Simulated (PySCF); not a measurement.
C3H10Si3, SMILES [SiH2]1[SiH2][SiH2]C1C=C.

The structure is a stationary point at B3LYP-D3(BJ)/def2-SVP. The structure was generated by enumeration, and PubChem lists no compound with its InChIKey, so it may never have been made. Other conformers were not sampled.

Two levels are set side by side: TDA-PBE/def2-SVPD (PySCF) and TDA-M06-2X/def2-SVPD (PySCF). Vertical, same geometry. The lowest singlet is HOMO→LUMO 100 % with PBE and HOMO→LUMO+2 55 %, HOMO−1→LUMO+2 24 %, HOMO→LUMO 12 % with the other functional; states are paired by order. Differences are taken from unrounded values.

| quantity | TDA-M06-2X |
|---|---|
| lowest singlet excitation (eV) | 5.41 |
| lowest triplet excitation (TDA) (eV) | 4.38 |
| first bright state (f over 0.05) (eV) | 5.87 |
| its oscillator strength | 0.09 |

### Question
What does TDA-PBE give, and how far is it from TDA-M06-2X? (Estimate from the structure and the level; the computed values follow.)

### Answer

```csv
quantity,TDA-PBE,TDA-PBE minus TDA-M06-2X
lowest singlet excitation (eV),4.57,-0.83
lowest triplet excitation (TDA) (eV),3.99,-0.38
first bright state (f over 0.05) (eV),5.31,-0.56
its oscillator strength,0.21,0.12
```

A lower first singlet is the usual sign of a functional without exact exchange. Differences between two approximate levels are no errors against the true value.

Rough cost on one machine, each run with all the roots and properties that it gave: TDA-M06-2X against TDA-PBE about 8 times.
